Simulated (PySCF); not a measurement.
Se(Cl)(OMe) (CH3ClOSe), SMILES CO[Se]Cl. Heavy atoms are numbered as in [Se:1]([Cl:2])[O:3][CH3:4]. Hydrogens are named by the atom that carries them.

Geometry optimised at PBE0-D3(BJ)/def2-SVP. The values are those of a single conformer.

The numbers are results of PBE/pcSseg-1 (PySCF), not measurements.

GIAO shieldings, no solvent; atoms alike by connectivity are averaged. δ = σ(ref) − σ: ⁷⁷Se against Me2Se (σ = 1634.8 ppm); ³⁵Cl against HCl (σ = 936.5 ppm); ¹⁷O against H2O (σ = 334.3 ppm); ¹³C against TMS (σ = 182.0 ppm); ¹H against TMS (σ = 31.49 ppm), references at their B3LYP-D3(BJ)/def2-TZVP geometries, non-relativistic (without spin–orbit terms, shifts of atoms bonded to Cl or Br come out too high).

```csv
nucleus,atoms,count,δ (ppm)
⁷⁷Se,Se1,1,2463.0
³⁵Cl,Cl2,1,163.4
¹⁷O,O3,1,134.6
¹³C,C4 (CH3),1,70.1
¹H,H on C4,3,4.29
```
